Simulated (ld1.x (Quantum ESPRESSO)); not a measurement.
Values are calculated unless marked as measured or tabulated.
**Potentials for Al compared**

Generated with ld1.x 7.5 (TM, RRKJ, ultrasoft, PAW), atompaw 4.2 or ONCVPSP 4.0.1. The cutoff is in Ry: for ld1.x and atompaw files where the sum of valence levels is converged to 10 mRy in a Bessel basis, for ONCV files where the hardest occupied wave has 1 mHa per electron of residual kinetic energy. The error is the largest all-electron minus pseudo excitation energy over each file’s own four to seven test configurations (ionisations up to +4, promotions, holes and added fractions of an electron), all of which were solved. The labels leave out finer settings (local radius, basis sizes, second energies), which also bear on the numbers. Spin-polarised tests are not counted. The rows are a selection from randomly drawn settings: files with unsolved tests, undetermined cutoffs or missed reference levels are left out.

| potential | cutoff (Ry) | largest error (meV) | bound ghosts |
| --- | --- | --- | --- |
| ultrasoft, PBE, scalar-relativistic, rc 2.00/2.40/2.65 (spd), local smoothed, core correction yes, reference 3s2 3p1 | 6 | -5.3 | none |
| ultrasoft, PBE, scalar-relativistic, rc 2.05/2.50/2.40 (spd), local d, core correction yes, reference 3s1 3p0 | 6 | +16 | none |
| PAW, Wu–Cohen, scalar-relativistic, rc 2.05/2.55/2.90 (spd), local smoothed, core correction yes, reference 3s1 3p2 | 6 | -12 | none |
| ultrasoft, PBE, scalar-relativistic, rc 1.95/2.25 (sp), local smoothed, core correction yes, reference 3s1 3p0 | 6 | -9.3 | none |
| TM, PBE, scalar-relativistic, rc 1.55/2.10 (sp), local smoothed, core correction no, reference 3s2 3p1 | 18 | +42 | none |
| PAW, PW91, scalar-relativistic, rc 2.35/2.60/2.10 (spd), local smoothed, core correction yes, reference 3s2 3p0 | 6 | -13 | none |

Fill in the row for Al: TM, BLYP, scalar-relativistic, rc 1.84/1.88 (sp), local smoothed, core correction yes, reference 3s2 3p1.

cutoff 10 Ry, largest error +20 meV, bound ghosts: none.

Fill in the row for Al: TM, PBEsol, non-relativistic, rc 2.25/2.35 (sp), local smoothed, core correction yes, reference 3s2 3p1.

cutoff 10 Ry, largest error +20 meV, bound ghosts: none.
